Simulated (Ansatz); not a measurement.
`COCBCl` and `CCCOC` differ in one atom or group.

Ansatz, PBE0-D4/def2-TZVP geometries, multiplicity 1. Each molecule was computed in one conformer, which needn't be the lowest.

```json
{"property": "LUMO energy (ωB97M-V/def2-TZVPP) / eV", "`COCBCl`": "0.58"}
{"property": "HOMO–LUMO gap (ωB97M-V/def2-TZVPP) / eV", "`COCBCl`": "10.33"}
{"property": "HOMO energy (ωB97M-V/def2-TZVPP) / eV", "`COCBCl`": "-9.75"}
{"property": "HOMO–LUMO gap (PBE0/def2-TZVPP) / eV", "`COCBCl`": "5.93"}
{"property": "HOMO energy (PBE/def2-TZVPP) / eV", "`COCBCl`": "-5.81"}
{"property": "HOMO–LUMO gap (PBE/def2-TZVPP) / eV", "`COCBCl`": "3.38"}
```

(1) Give the same properties after the change, and the shifts. (An estimate is asked.)

Results:

(1) Ansatz gave: 
```
                               property  `CCCOC`  shift
  LUMO energy (ωB97M-V/def2-TZVPP) / eV     2.71   2.13
HOMO–LUMO gap (ωB97M-V/def2-TZVPP) / eV    12.49   2.16
  HOMO energy (ωB97M-V/def2-TZVPP) / eV    -9.78  -0.03
   HOMO–LUMO gap (PBE0/def2-TZVPP) / eV     8.64   2.71
      HOMO energy (PBE/def2-TZVPP) / eV    -5.77   0.04
    HOMO–LUMO gap (PBE/def2-TZVPP) / eV     6.26   2.88
```

The zero-point energy changes by 139.9 kJ/mol with +12 modes.

Positive LUMOs are unbound, so they and the gaps depend on the basis.
